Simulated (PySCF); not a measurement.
**SMILES CC(=O)C1=CC=CO1, C₆H₆O₂**

Geometry (Å), atoms numbered from 1 in this order:
```xyz
14

C    -2.339    0.051    0.173
C    -1.265   -0.296    1.170
O    -1.506   -0.665    2.300
C     0.129   -0.169    0.720
C     1.310   -0.404    1.375
C     2.344   -0.112    0.444
C     1.713    0.277   -0.705
O     0.382    0.246   -0.548
H    -2.231    1.094   -0.163
H    -3.321   -0.093    0.641
H    -2.251   -0.581   -0.724
H     1.397   -0.745    2.404
H     3.419   -0.180    0.600
H     2.076    0.594   -1.680
```

Level of theory: TDDFT CAM-B3LYP/aug-cc-pVDZ excited states, vertical, gas phase (PySCF 2.14.0). Geometry: PBE0-D3(BJ)/def2-SVP.

Give the one- and two-photon strengths of the lowest singlets.

δ for parallel linear polarisation; σ at the peak of a Lorentzian of half width 0.1 eV, single beam; Ω is circular over linear.
| state | E (eV) | f | photon λ (nm) | δ (au) | σ (GM) | Ω | main |
| --- | --- | --- | --- | --- | --- | --- | --- |
| S1 | 4.08 | 0.000 | 608 | <0.1 | 0.00 | – | HOMO−1→LUMO 0.91 |
| S2 | 5.08 | 0.345 | 488 | 278 | 2.63 | 0.83 | HOMO→LUMO 0.97 |
| S3 | 6.16 | 0.005 | 403 | 81.8 | 1.14 | 1.50 | HOMO→LUMO+1 0.89 |
| S4 | 6.26 | 0.014 | 396 | 240 | 3.44 | 0.91 | HOMO−2→LUMO 0.81, HOMO→LUMO+7 0.13 |
| S5 | 6.76 | 0.012 | 367 | 57.9 | 0.97 | 1.50 | HOMO→LUMO+2 0.61, HOMO→LUMO+3 0.14 |
| S6 | 6.86 | 0.007 | 361 | 31.6 | 0.55 | 1.48 | HOMO−1→LUMO+1 0.40, HOMO−1→LUMO+2 0.18 |

Among these, the strongest one-photon state is S2, the strongest two-photon state S4, with a dipole change of 2.4 D (relaxed, norm of the difference vector).
